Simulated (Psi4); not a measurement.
FSr (SMILES [F][Sr+]), charge +1, singlet, geometry from GFN2-xTB (such geometries of metal compounds can be far from the true shape) (core potentials on Sr); B3LYP5/def2-TZVP in Psi4 1.11.

Here is a job for Psi4.
```
memory 2 GB

molecule mol {
1 1
  Sr   -0.000000   -0.000000   -0.412927
  F     0.000000    0.000000    1.743470
}

set basis def2-tzvp
set reference rks

energy('b3lyp5')
print_variables()
```

Output, abridged:

```
   => Loading Basis Set <=

    Name: DEF2-TZVP
    Role: ORBITAL
    Keyword: BASIS

    !!!  WARNING: ECP capability is in beta. Please check occupations closely.  !!!

         ---------------------------------------------------------
                                   SCF
               by Justin Turney, Rob Parrish, Andy Simmonett
                          and Daniel G. A. Smith
                              RKS Reference
         ---------------------------------------------------------

  ==> Geometry <==

    Molecular point group: c2v
    Full point group: C_inf_v

    Geometry (in Angstrom), charge = 1, multiplicity = 1:

       Center              X                  Y                   Z               Mass
    ------------   -----------------  -----------------  -----------------  -----------------
         SR           0.000000000000     0.000000000000    -0.383223205704    87.905612500000
         F            0.000000000000     0.000000000000     1.773173794296    18.998403162730

  Running in c2v symmetry.

  Rotational constants: A = ************  B =      0.23206  C =      0.23206 [cm^-1]
  Rotational constants: A = ************  B =   6956.96913  C =   6956.96913 [MHz]
  Nuclear repulsion =   22.085890937661294

  Charge       = 1
  Multiplicity = 1
  Electrons    = 18
  Nalpha       = 9
  Nbeta        = 9

  ==> Algorithm <==

  SCF Algorithm Type is DF.
  DIIS enabled.
  MOM disabled.
  Fractional occupation disabled.
  Guess Type is SAD.
  Energy threshold   = 1.00e-06
  Density threshold  = 1.00e-06
  Integral threshold = 1.00e-12

  ==> Primary Basis <==

  Basis Set: DEF2-TZVP
    Blend: DEF2-TZVP
    Number of shells: 24
    Number of basis functions: 64
    Number of Cartesian functions: 72
    Spherical Harmonics?: true
    Max angular momentum: 3

  Core potential: DEF2-TZVP
    Number of shells: 4
    Number of ECP primitives: 10
    Number of ECP core electrons: 28
    Max angular momentum: 3

  ==> DFT Potential <==

   => LibXC <=

    Version 7.1.2
    S. Lehtola, C. Steigemann, M. J. T. Oliveira, and M. A. L. Marques,  SoftwareX 7, 1–5 (2018) (10.1016/j.softx.2017.11.002)

   => Composite Functional: B3LYP5 <=

    B3LYP5 Hyb-GGA Exchange-Correlation Functional

    P. J. Stephens, F. J. Devlin, C. F. Chabalowski, and M. J. Frisch,  J. Phys. Chem. 98, 11623 (1994) (10.1021/j100096a001)

    Deriv               =              1
    GGA                 =           TRUE
    Meta                =          FALSE

    Exchange Hybrid     =           TRUE
    MP2 Hybrid          =          FALSE

   => Exchange Functionals <=

    0.0800   Slater exchange
    0.7200         Becke 88

   => Exact (HF) Exchange <=

    0.2000               HF

   => Correlation Functionals <=

    0.1900   Vosko, Wilk & Nusair (VWN5)
    0.8100   Lee, Yang & Parr

   => LibXC Density Thresholds  <==

    XC_HYB_GGA_XC_B3LYP5:  1.00E-15

   => Molecular Quadrature <=

    Radial Scheme          =       TREUTLER
    Pruning Scheme         =           NONE
    Nuclear Scheme         =       TREUTLER

    Blocking Scheme        =         OCTREE
    BS radius alpha        =              1
    Pruning alpha          =              1
    Radial Points          =             75
    Spherical Points       =            302
    Total Points           =          43174
    Total Blocks           =            416
    Max Points             =            256
    Max Functions          =             63
    Weights Tolerance      =       1.00E-15

   => Loading Basis Set <=

    Name: (DEF2-TZVP AUX)
    Role: JKFIT
    Keyword: DF_BASIS_SCF

  ==> Integral Setup <==

  SCF_SUBTYPE=INCORE selected. In-core MEM_DF algorithm will be used.
  Using in-core AOs.

  ==> MemDFJK: Density-Fitted J/K Matrices <==

    J tasked:                   Yes
    K tasked:                   Yes
    wK tasked:                   No
    Algorithm:                 Core
    Schwarz Cutoff:           1E-12
    Mask sparsity (%):       0.5371
    Fitting Condition:        1E-10

   => Auxiliary Basis Set <=

  Basis Set: (DEF2-TZVP AUX)
    Blend: DEF2-UNIVERSAL-JKFIT
    Number of shells: 56
    Number of basis functions: 188
    Number of Cartesian functions: 232
    Spherical Harmonics?: true
    Max angular momentum: 4

  Minimum eigenvalue in the overlap matrix is 1.3508976587E-02.
  Reciprocal condition number of the overlap matrix is 3.5137015088E-03.
    Using symmetric orthogonalization.

  ==> Pre-Iterations <==

  SCF Guess: Superposition of Atomic Densities via on-the-fly atomic UHF (no occupation information).

   -------------------------
    Irrep   Nso     Nmo
   -------------------------
     A1        30      30
     A2         6       6
     B1        14      14
     B2        14      14
   -------------------------
    Total      64      64
   -------------------------

  ==> Iterations <==

                           Total Energy        Delta E     RMS |[F,P]|

   @DF-RKS iter SAD:  -130.25796953128693   -1.30258e+02   0.00000e+00
   @DF-RKS iter   1:  -130.23629735257990    2.16722e-02   1.78790e-02 DIIS/ADIIS
   @DF-RKS iter   2:  -124.01385530191703    6.22244e+00   9.28235e-02 DIIS/ADIIS
   @DF-RKS iter   3:  -129.99168266805020   -5.97783e+00   3.03614e-02 DIIS/ADIIS
   @DF-RKS iter   4:  -130.38089636403910   -3.89214e-01   5.41286e-03 DIIS/ADIIS
   @DF-RKS iter   5:  -130.39364001902356   -1.27437e-02   3.23144e-04 DIIS/ADIIS
   @DF-RKS iter   6:  -130.39370187922472   -6.18602e-05   4.30798e-05 DIIS
   @DF-RKS iter   7:  -130.39370289311381   -1.01389e-06   8.01105e-06 DIIS
   @DF-RKS iter   8:  -130.39370292507783   -3.19640e-08   1.03113e-06 DIIS
   @DF-RKS iter   9:  -130.39370292553642   -4.58584e-10   4.45881e-08 DIIS
  Energy and wave function converged.

  ==> Post-Iterations <==

   Electrons on quadrature grid:
      Ntotal   =   18.0000545103 ; deviation = 5.451e-05

    Orbital Energies [Eh]
    ---------------------

    Doubly Occupied:

       1A1   -24.734289     2A1    -1.829572     3A1    -1.226744
       1B1    -1.122586     1B2    -1.122586     4A1    -1.090255
       5A1    -0.498175     2B1    -0.488837     2B2    -0.488837

    Virtual:

       6A1    -0.271520     7A1    -0.211425     1A2    -0.211425
       3B1    -0.199039     3B2    -0.199039     8A1    -0.192624
       4B1    -0.146468     4B2    -0.146468     9A1    -0.086117
      10A1    -0.076113     2A2    -0.040031    11A1    -0.040030
       5B1    -0.039466     5B2    -0.039466    12A1    -0.027167
       6B2    -0.023024     6B1    -0.023024    13A1     0.031787
      14A1     0.332007    15A1     0.347569     3A2     0.347570
       7B1     0.363512     7B2     0.363512     8B1     0.515578
       8B2     0.515578    16A1     0.543372     9B1     0.639273
       9B2     0.639273    17A1     0.643476    18A1     0.677235
      19A1     0.883606     4A2     1.875509    20A1     1.875608
      10B2     1.895301    10B1     1.895301    21A1     2.089575
      11B1     3.121333    11B2     3.121333    22A1     3.167179
      23A1     3.738374    12B2     6.786652    12B1     6.786652
      24A1     6.790172     5A2     6.791611    25A1     6.793408
      13B1     6.799789    13B2     6.799789     6A2     8.174526
      26A1     8.175752    14B2     8.194031    14B1     8.194031
      27A1     8.305470    28A1    17.119911    29A1    56.523565
      30A1    68.695098

    Final Occupation by Irrep:
             A1    A2    B1    B2
    DOCC [     5,    0,    2,    2 ]
    NA   [     5,    0,    2,    2 ]
    NB   [     5,    0,    2,    2 ]

  @DF-RKS Final Energy:  -130.39370292553642

   => Energetics <=

    Nuclear Repulsion Energy =             22.0858909376612935
    One-Electron Energy =                -231.3048859002427946
    Two-Electron Energy =                  90.6646143779013443
    DFT Exchange-Correlation Energy =     -11.8393223408562598
    Empirical Dispersion Energy =           0.0000000000000000
    VV10 Nonlocal Energy =                  0.0000000000000000
    Total Energy =                       -130.3937029255364166

Computation Completed

Properties will be evaluated at   0.000000,   0.000000,   0.000000 [a0]

Properties computed using the SCF density matrix

 Multipole Moments:

 ------------------------------------------------------------------------------------
     Multipole            Electronic (a.u.)      Nuclear  (a.u.)        Total (a.u.)
 ------------------------------------------------------------------------------------

 L = 1.  Multiply by 2.5417464519 to convert [e a0] to [Debye]
 Dipole X            :          0.0000000            0.0000000            0.0000000
 Dipole Y            :          0.0000000            0.0000000            0.0000000
 Dipole Z            :        -26.2197231           22.9154466           -3.3042766
 Magnitude           :                                                    3.3042766

 ------------------------------------------------------------------------------------

  Variable Map:
  ----------------------------------------------------------------------------
  "CURRENT ENERGY"              =>    -130.393702925536
  "CURRENT REFERENCE ENERGY"    =>    -130.393702925536
  "DD SOLVATION ENERGY"         =>       0.000000000000
  "DFT FUNCTIONAL TOTAL ENERGY" =>    -130.393702925536
  "DFT TOTAL ENERGY"            =>    -130.393702925536
  "DFT VV10 ENERGY"             =>       0.000000000000
  "DFT XC ENERGY"               =>     -11.839322340856
  "GRID ELECTRONS ALPHA"        =>       9.000027255135
  "GRID ELECTRONS BETA"         =>       9.000027255135
  "GRID ELECTRONS TOTAL"        =>      18.000054510270
  "NUCLEAR REPULSION ENERGY"    =>      22.085890937661
  "ONE-ELECTRON ENERGY"         =>    -231.304885900243
  "PCM POLARIZATION ENERGY"     =>       0.000000000000
  "PE ENERGY"                   =>       0.000000000000
  "SCF ITERATION ENERGY"        =>    -130.393702925536
  "SCF ITERATIONS"              =>       9.000000000000
  "SCF TOTAL ENERGY"            =>    -130.393702925536
  "TWO-ELECTRON ENERGY"         =>      90.664614377901
  "XC GRID RADIAL POINTS"       =>      75.000000000000
  "XC GRID SPHERICAL POINTS"    =>     302.000000000000
  "XC GRID TOTAL POINTS"        =>   43174.000000000000

  Array Variable Map:
  ----------------------------------------------------------------------------
  "CURRENT DIPOLE"              =>       0.000000000000 ... -3.304276557924 1 by 3
  "SCF DIPOLE"                  =>       0.000000000000 ... -3.304276557924 1 by 3
  "SCF TOTAL ENERGIES"          =>    -130.257969531287 ... -130.393702925536 1 by 10
```
